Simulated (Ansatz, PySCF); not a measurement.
Energy difference 2 R1 + R2 + R3 + 2 R4 → 5 P1 + P2, each structure at its B3LYP-D3(BJ)/def2-SVP stationary point, reached from a drawn start (curvature not checked).
R1: CH4 (SMILES C), charge 0, multiplicity 1.
P1: H2 (SMILES [H][H]), charge 0, multiplicity 1.
R2, H2O (SMILES O) (charge 0, multiplicity 1):
```xyz
3

O      0.0000     0.0000     0.4007
H      0.0000     0.7570    -0.2004
H      0.0000    -0.7570    -0.2004
```
R3: HCl (SMILES Cl), charge 0, multiplicity 1.
R4, SiH4 (SMILES [SiH4]) (charge 0, multiplicity 1, Z-matrix in Å and degrees):
```
Si
H 1 1.4905
H 1 1.4905 2 109.47
H 1 1.4905 2 109.47 3 120.00
H 1 1.4905 2 109.47 3 -120.00
```
P2: C2H9ClOSi2 (SMILES C[Si](C)(Cl)O[SiH3]), charge 0, multiplicity 1.

P less R. No zero-point or thermal terms. One arrangement of each flexible species, with no search for the lowest.

Frozen-core correlation throughout.

Codes used: Ansatz (an electronic-structure program); PySCF for the D3/D4 terms. All values are computed, each at the level named.

Q: Predict the reaction energy from BLYP-D4/def2-TZVPP.

A: -212 kJ/mol

Q: What is the computed reaction energy (CCSD/cc-pV(T+d)Z)?

A: -184 kJ/mol

Q: Estimate the reaction energy that CCSD/cc-pV(D+d)Z returns for this input.

A: -121 kJ/mol
